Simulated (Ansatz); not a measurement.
`[NH2][Ge]([NH2])([F])[F]` and `[NH2][Ge]([NH2])([OH])[F]` differ in one atom or group.

Ansatz, PBE0-D4/def2-TZVP geometries, multiplicity 1. Each molecule was computed in one conformer, which needn't be the lowest.

Scalar relativity is left out up to krypton.

```
                                                                                  property  `[NH2][Ge]([NH2])([F])[F]`
ideal-gas entropy at 298 K and 1 bar (rigid rotor, harmonic PBE0-D4/def2-TZVP) / J/(mol·K)                         344
                                                         LUMO energy (PBE/def2-TZVPP) / eV                       -0.99
                                                     LUMO energy (ωB97M-V/def2-TZVPP) / eV                        1.57
                                        size of the dipole moment (ωB97M-V/def2-TZVPP) / D                        2.32
                                                         HOMO energy (PBE/def2-TZVPP) / eV                       -6.75
                                                      HOMO–LUMO gap (PBE0/def2-TZVPP) / eV                        8.27
```

Q: Give the same properties after the change, and the shifts. (Estimate.)

A: Computed: 
```csv
property,`[NH2][Ge]([NH2])([OH])[F]`,shift
"ideal-gas entropy at 298 K and 1 bar (rigid rotor, harmonic PBE0-D4/def2-TZVP) / J/(mol·K)",359,15
LUMO energy (PBE/def2-TZVPP) / eV,-0.80,0.19
LUMO energy (ωB97M-V/def2-TZVPP) / eV,1.68,0.11
size of the dipole moment (ωB97M-V/def2-TZVPP) / D,0.87,-1.45
HOMO energy (PBE/def2-TZVPP) / eV,-6.36,0.39
HOMO–LUMO gap (PBE0/def2-TZVPP) / eV,8.02,-0.25
```

With PBE0 the HOMO rises by 0.41 eV and the LUMO rises by 0.15 eV, so the gap narrows by about 0.26 eV. PBE moves the HOMO by 0.39 eV and ωB97M-V by 0.42 eV. The zero-point energy changes by 29.8 kJ/mol with +3 modes. Dipoles are sizes alone; their direction can turn.
